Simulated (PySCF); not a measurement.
How the method changes the constants of LiIn

State: ¹Σ⁺ (singlet), closed shell. Set-up: PySCF, scalar-relativistic core potentials, basis sets Li cc-pVDZ, In cc-pVDZ-PP with ECP28. De refers to Li + In in their high-spin ground configurations, without counterpoise correction. A positive dipole means Li(−)In(+).

```tsv
Level	Re (Å)	ωe (cm⁻¹)	De (eV)	μ (D)
RHF-MP2	3.015	278	0.73	n/a
RHF-SCS-MP2	3.029	274	0.76	n/a
RHF-CCSD	3.010	272	0.91	n/a
RHF-CCSD(T)	3.008	270	0.95	n/a
LDA	2.977	267	1.20	-1.73
PBE	3.035	256	0.97	-1.24
BP86	3.032	256	0.97	-1.48
r²SCAN	3.018	265	0.83	-1.95
r²SCANh	3.010	268	0.82	-2.12
PBE0	3.015	267	0.88	-1.89
ωB97X	2.993	281	0.99	-3.22
```

The bond length runs from 2.977 Å (LDA) to 3.035 Å (PBE). De spans 0.73 eV (RHF-MP2, perturbation theory) to 1.20 eV (LDA, local density).

Correlated steps freeze 4 core orbitals. Closed-shell solutions of metal pairs were not tested for spin polarisation, which can lower them a little. Correlated levels converge slowly with the basis: in double zeta they bind strong bonds too weakly, by up to about 1 eV, and carry superposition errors of some tenths. Spin–orbit coupling is left out, which matters for elements this heavy, above all for dissociation energies. Where the molecule has an RHF reference, its open-shell atoms are computed with UHF.
